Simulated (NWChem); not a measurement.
System: SeBrF; SMILES [Se](F)Br

Input file for NWChem:

```
start job
memory heap 200 mb stack 900 mb global 1100 mb
geometry units angstroms noautosym nocenter noautoz
  Se     0.380320     0.934907     0.000000
  F     -1.256954     1.573489     0.000000
  Br    -0.066883    -1.320530     0.000000
end
basis spherical
  * library pcsseg-2
end
dft
  xc pbe0
  iterations 150
end
property
  shielding
end
task dft property
```

Structure relaxed at the PBE0/def2-SVP level.

GIAO values for the isolated, static molecule; σ is the absolute isotropic shielding, δ = σ(reference) − σ with the isolated reference molecule computed at the same levels (19F: trichlorofluoromethane). Spin-orbit effects, on the heavy nuclei and on their neighbours, are missing.

Atoms are numbered as in the input.

### Question
Predict the main results of this run. (PBE0/pcSseg-2, GIAO.) Quantities: σ Se1 (ppm); δ F2 (ppm); σ Br3 (ppm).

### Answer
```
Property       Value
-----------  -------
σ Se1 (ppm)  -1032.5
δ F2 (ppm)    -355.1
σ Br3 (ppm)   1863.3
```
